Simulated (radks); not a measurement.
The numbers below are computed, except where a source is named.
Question: All-electron atom: Tl I in [Hg] 6p1. Code: a radial shooting solver on a logarithmic mesh with Libxc functionals. Model: scalar-relativistic Kohn-Sham, PBE, spin-polarised, spherical densities, point nucleus; open shells are filled with parallel spins first (spin-orbit coupling, left out, can overturn this in heavy ions). Some entries of the table are withheld. Estimate them.

orbital,occ.,eigenvalue (eV),<r> (bohr)
1s up,1,-85638.73,0.01631
1s down,1,-85638.72,0.01631
2s down,1,-15247.53,0.06873
2s up,1,-15247.53,0.06873
2p up,3,-13111.42,0.06235
2p down,3,-13111.42,0.06235
3s up,1,-3639.427,0.1775
3s down,1,-3639.424,0.1775
3p up,3,-3024.777,0.1793
3p down,3,-3024.774,0.1793
3d up,5,-2388.795,0.1624
3d down,5,-2388.793,0.1624
4s up,1,-812.2701,0.3916
4s down,1,-812.2659,0.3916
4p up,3,-610.8457,0.4176
4p down,3,-610.8410,0.4176
4d up,5,-374.9730,0.4398
4d down,5,-374.9676,0.4398
5s up,1,-130.9540,0.8770
5s down,1,-130.9453,0.8770
4f up,7,-113.9762,0.4677
4f down,7,-113.9697,0.4677
5p up,3,(1),1.008
5p down,3,(2),1.007
5d up,5,-15.4798,(3)
5d down,5,-15.3884,(4)
6s up,1,-9.7408,2.488
6s down,1,-9.2500,2.468
6p up,1,-2.6139,3.814
6p down,0,-1.9758,3.778

Answer: 
(1) 5p up eigenvalue (eV): -76.0500
(2) 5p down eigenvalue (eV): -76.0419
(3) 5d up <r> (bohr): 1.394
(4) 5d down <r> (bohr): 1.387
